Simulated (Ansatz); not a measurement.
The cluster As3P2⁺. Total charge 1; singlet. Geometry PBE-D4/def2-SVP; atoms count from 1.

Cartesian coordinates in Å:
```
P 1.666 -0.271 -1.245
P 1.774 -0.930 0.642
As -1.909 0.444 -0.924
As -1.805 -0.288 1.172
As 0.274 1.045 0.355
```

The restricted singlet is unstable towards broken spin symmetry in Hartree–Fock (as tested in another run); at PBE0-D4/def2-TZVP this wasn't settled. Another isomer (singlet) lies 1.67 eV lower at PBE0-D4/def2-TZVP; other spin states weren't run for this one.

Question: Estimate the Mulliken populations from the PBE0/def2-TZVP orbitals of Ansatz.

Answer: 
```tsv
atom	charge (e)
P1	0.19
P2	0.19
As3	0.24
As4	0.24
As5	0.15
```
Mulliken values depend strongly on the basis.

Question: And the Mayer bond orders between heavy atoms (over 0.3)?

Answer: P1–P2 2.09 (2.00 Å); P1–As5 0.77 (2.50 Å); P2–As5 0.77 (2.50 Å); As3–As4 2.03 (2.22 Å); As3–As5 0.76 (2.60 Å); As4–As5 0.76 (2.60 Å).
